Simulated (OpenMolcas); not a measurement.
Ru2+: moving or changing the point charges

Ru2+ among 6 point charges of -1.7 e arranged as an octahedron (Oh), 2.17 Å from the ion.
```
   2.1700    0.0000    0.0000  -1.70
   0.0000    2.1700    0.0000  -1.70
  -2.1700    0.0000    0.0000  -1.70
   0.0000   -2.1700    0.0000  -1.70
   0.0000    0.0000    2.1700  -1.70
   0.0000    0.0000   -2.1700  -1.70
```

```json
{"Program": "OpenMolcas", "Method": "SS-CASPT2, IPEA 0.25 Eh, imaginary shift 0.1 Eh (closed shells correlated: 4s 4p)", "Basis": "ANO-RCC-VDZP [6s5p3d1f]", "Scalar Hamiltonian": "DKH2, point nucleus", "Active space": "6 electrons in 5 orbitals (4d)", "State averaging": "2S+1 = 5 even, 5 roots; 2S+1 = 3 even, 45 roots; 2S+1 = 1 even, 50 roots", "Spin-orbit coupling": "RASSI with atomic mean-field integrals over the reference wave functions"}
```

Runs around this geometry, states (labels of O, the rotations of Oh). Energies in cm-1 above the lowest state or level, χT in cm3 K/mol; under a threefold ground state the first gap can be a small split of the lowest multiplet, not the spin-orbit step.

```csv
R (Å),q (e),Ground state,First state of that spin,First gap with spin-orbit (degeneracies),χT at 300 K,First state of another spin
2.17,-0.85,5T2,5E 4860,"380 (3, 2)",4.511,3T1 13630
1.99,-1.7,5T2,5E 13990,"330 (3, 2)",4.228,1A1 4750
2.17,-1.7,5T2,5E 9740,"380 (3, 2)",4.306,3T1 9950
2.36,-1.7,5T2,5E 6800,"390 (3, 2)",4.397,3T1 12310
```

Taking the first state of the same spin as R^-n, n = -ln(6800 / 13990) / ln(2.36 / 1.99) = 4.2 between the shortest and longest distance.

Scaling the charges by -0.85 / -1.7 = 0.50 scales the first state of the same spin by 4860 / 9740 = 0.50; with fixed orbitals a first-order splitting would follow the charge.

Roots that are degenerate in the reference are averaged as groups; the widest CASPT2 spread within a group is 410 cm-1 (the 3-fold group of multiplicity 1 near 17300 cm-1 above the lowest state of its run, R = 2.17, q = -1.7). Shifts and gaps below about the spread of the groups concerned are not significant. An orbital triplet at a regular site is open to Jahn-Teller coupling, which can distort the site and quench the lowest spin-orbit gaps and is left out. Point charges give a weaker field than real ligands, and real ions of this kind are as a rule low spin; the high spin found here belongs to the model. Free-ion shares, where given, are those of the reference states; single-state CASPT2 does not remix them. The ground term spreads over less than 5000 cm-1, several times less than with real ligands, so orbital moments are less quenched and χT lies further from the spin-only value than at real sites (holds for R = 2.17, q = -0.85). This shell can be high or low spin here, a state of another spin lies low, and with metal d orbitals alone active their balance is uncertain, so the ground spin may be wrong (holds for R = 1.99, q = -1.7). This is an electrostatic model: the charges have no orbitals. No measured value stands beside these numbers.
